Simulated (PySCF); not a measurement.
A structure optimised at PBE-D3(BJ)/def2-SVP, used in a PySCF frequency run:

```xyz
9

Si     0.0425    -0.2473     0.0000
Cl    -2.0386    -0.5466     0.0000
Cl     0.8168    -1.1851     1.6781
Cl     0.8168    -1.1851    -1.6781
B      0.2606     1.7705     0.0000
O      1.5070     2.3102     0.0000
O     -0.8586     2.5519     0.0000
H      1.4767     3.2879     0.0000
H     -1.6752     2.0120     0.0000
```
Charge 0, spin multiplicity 1.

Q: Write its SMILES, formula and point group.

A: OB(O)[Si](Cl)(Cl)Cl, BCl₃H₂O₂Si, Cs

Q: What are its rotational constants (standard atomic weights)?

A: 1.1277, 0.91942, 0.84437 GHz
